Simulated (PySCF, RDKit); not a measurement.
Complex: NH3 (SMILES N) (first 4 atoms) with H2 (SMILES [H][H]); geometry from B3LYP-D3(BJ)/def2-TZVP, rigid monomers moved along the line of their centres of mass till N1···H5 is 3.01 Å.
(charge 0, multiplicity 1):
```xyz
6

N     -0.168    -0.111     0.059
H     -0.718     0.654    -0.314
H      0.748    -0.065    -0.371
H     -0.604    -0.974    -0.245
H      0.015     0.028     3.061
H      0.060     0.063     3.807
```

Counterpoise-corrected where a basis set is named; no monomer relaxation. Rows marked so take none. RDKit's UFF carries no charges.

Rows in 6-31G* carry no dispersion term and start afresh at each structure (6-31G* with six Cartesian d functions). MP2/6-31G* freezes PySCF's default core.

Programs: PySCF for 6-31G* rows; RDKit for the force fields. 

### Question
One of these levels gives -0.17 kcal/mol for the interaction energy. Which?
A) UFF
B) MP2/6-31G* (no counterpoise)
C) HF/6-31G* (no counterpoise)

### Answer
A, UFF. The others give -0.72 (HF/6-31G* (no counterpoise)), -1.07 (MP2/6-31G* (no counterpoise))
